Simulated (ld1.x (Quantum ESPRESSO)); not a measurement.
**Transferability test, TM semilocal potential for hafnium**

Hf, norm-conserving Troullier–Martins (semilocal form), made with ld1.x (Quantum ESPRESSO) 7.5 (PBE, scalar-relativistic). Core [Kr] 4d10 4f14 5s2, reference 5p6 5d2 6s2 6p0. Waves: 5p (bound): rc 1.25 bohr; 5d (bound): rc 3.10 bohr; 6s (bound): rc 2.45 bohr. Local part: the s channel. Core correction: none.

Energies are relative to the spin-unpolarised reference configuration 5p6 5d2 6s2 6p0; without spin polarisation the order of configurations can differ from experiment.

```csv
valence configuration,charge,ΔE all-electron (eV),error AE − PS (meV)
5p6 5d2 6s1 6p0,+1,7.976,-1.6
5p6 5d2 6s0 6p0,+2,22.156,+7.6
5p6 5d1 6s0 6p0,+3,43.950,+71
5p6 5d3 6s0 6p0,+1,9.989,-7.9
5p5 5d2 6s2 6p0,+1,41.021,-233
5p6 5d2 6s1.5 6p0,+0.5,3.254,-1.1
5p6 5d2 6s0 6p2,0,7.862,+14
```
